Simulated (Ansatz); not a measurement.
Diatomic RuCl, multiplicity 6 (lowest of 2S+1 = 2, 4, 6 at CCSD(T)/def2-TZVPP on PBE0 minima; our sources give no spin for the ground state, which may be another). No spin–orbit coupling.

Seven points along R, fitted to fifth degree in 1/R; most abundant isotopes. Runs in def2 and cc sets follow the lowest solution found near the PBE0 minimum.

Correlated levels freeze the inner cores; with def2 sets outer-core shells near the valence are correlated too.

Codes used: Ansatz (Gaussian basis) for Hartree–Fock, density functionals and correlated methods.  In def2 rows elements past Kr take small-core potentials, without spin–orbit coupling.

Problem. What bond length and harmonic frequency does SVWN5/def2-TZVPP give?

Solution. r_e = 2.232 Å, ω_e = 375 cm⁻¹.

Problem. What bond length and harmonic frequency does BHLYP/def2-TZVPP give?

Solution. r_e = 2.310 Å, ω_e = 355 cm⁻¹.

Problem. What bond length and harmonic frequency does CCSD(T)/def2-TZVPP give?

Solution. r_e = 2.286 Å, ω_e = 368 cm⁻¹.

Ansatz is an electronic-structure program.
